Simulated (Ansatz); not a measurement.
C2H6FNSi can be A, `CN1[SiH2]C1F`, or B, `N/C(F)=C/[SiH3]`.

Program: Ansatz. Geometries: PBE0-D4/def2-TZVP. ΔE: electronic, gas phase. CCSD(T)/CBS adds triple-zeta CCSD(T) − MP2 to the extrapolated MP2 energy (def2 sets, frozen cores). DFT in def2-TZVPP. B3LYP here is the variant with VWN-RPA as its local correlation; programs differ in this. Each species was taken in one conformer, which may not be the lowest.

A:

Z-matrix (Å, degrees):
```
C
N 1 1.434
H 1 1.097 2 111.3
H 1 1.094 2 111.1 3 -120.8
H 1 1.091 2 109.6 3 119.7
Si 2 1.691 1 154.9 3 -94.7
C 2 1.409 1 128.7 3 50.1
H 6 1.481 2 119.1 1 -99.3
H 6 1.486 2 120.0 1 44.6
F 7 1.390 2 115.5 1 80.7
H 7 1.094 2 118.2 1 -48.0
```

B:

```xyz
11

N    -1.424    0.034   -1.727
C    -0.449   -0.207   -0.803
F     0.316   -1.229   -1.209
C    -0.161    0.436    0.329
Si    1.299    0.037    1.383
H    -2.169    0.639   -1.429
H    -1.720   -0.765   -2.265
H    -0.830    1.241    0.614
H     1.290    0.965    2.546
H     2.589    0.206    0.660
H     1.260   -1.358    1.902
```

Task: Which isomer does CCSD(T)/CBS put lower? Give the gap. (An estimate is asked.)

Result: The calculation gave: B, by 18.3 kcal/mol.

Task: Give E(B) − E(A) in kcal/mol with HF/def2-TZVPP, B3LYP, PBE-D4, CCSD(T)/def2-TZVPP, ωB97M-V, PBE0-D4, CCSD/def2-TZVPP. (Best estimate.)

Result: Ansatz gave: HF/def2-TZVPP -24.4, B3LYP -19.8, PBE-D4 -16.8, CCSD(T)/def2-TZVPP -19.0, ωB97M-V -18.5, PBE0-D4 -17.5, CCSD/def2-TZVPP -19.2. None reverses the order clearly.

Largest T1 diagnostic: 0.013.

In def2-TZVPP, CCSD(T) changes the Hartree–Fock value by +5.5 kcal/mol (the triples alone add +0.2 kcal/mol) and MP2 by +6.6 kcal/mol.
